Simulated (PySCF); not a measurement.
Si(F)2(H)(NCO) (CHF2NOSi), SMILES F[SiH](F)N=C=O. Atoms are numbered in the order given.

```xyz
7

Si    -0.9251    -0.3635     0.0000
F     -1.5312     0.3737     1.2947
F     -1.5312     0.3737    -1.2947
N      0.7593    -0.1735     0.0000
C      1.9484     0.0041     0.0000
O      3.1035     0.1660     0.0000
H     -1.3206    -1.7755     0.0000
```

The structure is a stationary point at B3LYP-D3(BJ)/def2-SVP. The structure was generated by enumeration, and PubChem lists no compound with its InChIKey, so it may never have been made. Other conformers were not sampled.

Method: r2SCAN/def2-TZVP in PySCF.

Symmetry labels are those of the subgroup Cs that the program uses (full group Cs).

Computed valence orbital energies around the gap with their symmetry:
```csv
orbital,symmetry,energy (eV)
HOMO−7,A",-12.36
HOMO−6,A',-12.09
HOMO−5,A',-11.45
HOMO−4,A",-11.10
HOMO−3,A",-10.81
HOMO−2,A',-10.05
HOMO−1,A",-8.49
HOMO,A',-8.46
LUMO,A",-0.89
LUMO+1,A',-0.73
LUMO+2,A',0.56
LUMO+3,A',1.11
```
